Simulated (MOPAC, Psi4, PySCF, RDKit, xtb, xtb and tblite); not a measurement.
Two geometries of C₇H₆BF₃, SMILES FC(c1cc(B)ccc1)(F)F, relaxed at GFN2-xTB with one dihedral held; other torsions can differ between them too.

Structure A

```
17

B      2.6601    -1.1002     0.2334
C      1.3434    -0.2863     0.1337
C      0.2384    -0.7692    -0.5792
C     -0.9210    -0.0283    -0.7187
C     -1.0262     1.2184    -0.1263
C      0.0527     1.7134     0.5958
C     -0.0238     3.0764     1.2233
F     -1.2824     3.4878     1.4394
F      0.5505     4.0214     0.4505
F      0.6046     3.1368     2.4091
C      1.2263     0.9846     0.7071
H      3.6806    -0.5435     0.3401
H      2.6318    -2.2642     0.1422
H      0.3010    -1.7450    -1.0381
H     -1.7529    -0.4222    -1.2828
H     -1.9307     1.8001    -0.2165
H      2.0550     1.3977     1.2628
```

Structure B

```
17

B      2.6621    -1.0956     0.2271
C      1.3467    -0.2839     0.1091
C      0.1002    -0.9138    -0.0116
C     -1.0757    -0.1940    -0.1195
C     -1.0469     1.1900    -0.1108
C      0.1761     1.8384     0.0123
C      0.2347     3.3398    -0.0069
F     -0.9214     3.9170     0.3543
F      0.5225     3.8172    -1.2356
F      1.1780     3.8330     0.8117
C      1.3541     1.1161     0.1168
H      3.6834    -0.5389     0.3263
H      2.6266    -2.2629     0.2159
H      0.0618    -1.9931    -0.0204
H     -2.0212    -0.7067    -0.2119
H     -1.9578     1.7633    -0.1931
H      2.2916     1.6437     0.2102
```

**Question.** Which is lower in energy at the level B3LYP-D3(BJ)/def2-SVP // GFN2-xTB run with Psi4, and by how much?

**Answer.** B is lower, by 7.55 kJ/mol (dihedral H12–B1–C2–C3: 150° in A, 180° in B).

E(B) − E(A) in kJ/mol at the other levels, on the same two geometries: GFN2-xTB (xtb and tblite) -2.22; B3LYP/def2-SVP // GFN2-xTB (Psi4) -7.52; PBE/def2-SVP // GFN2-xTB (Psi4) -7.19; PBE-D3(BJ)/def2-SVP // GFN2-xTB (Psi4) -7.20; UFF // GFN2-xTB (RDKit) -8.15; PM7, restricted, heats of formation // GFN2-xTB (MOPAC) -1.03; PM3, restricted, heats of formation // GFN2-xTB (MOPAC) -3.22; GFN1-xTB // GFN2-xTB (xtb) -2.77; restricted B3LYP/6-31G*, spherical d, density fitting // GFN2-xTB (PySCF) -7.77; restricted LDA (SVWN5)/6-31G*, spherical d, density fitting // GFN2-xTB (PySCF) -7.92; restricted M06-2X/6-31G*, spherical d, density fitting // GFN2-xTB (PySCF) -7.34; restricted B3LYP/LANL2DZ, density fitting // GFN2-xTB (PySCF) -8.24.
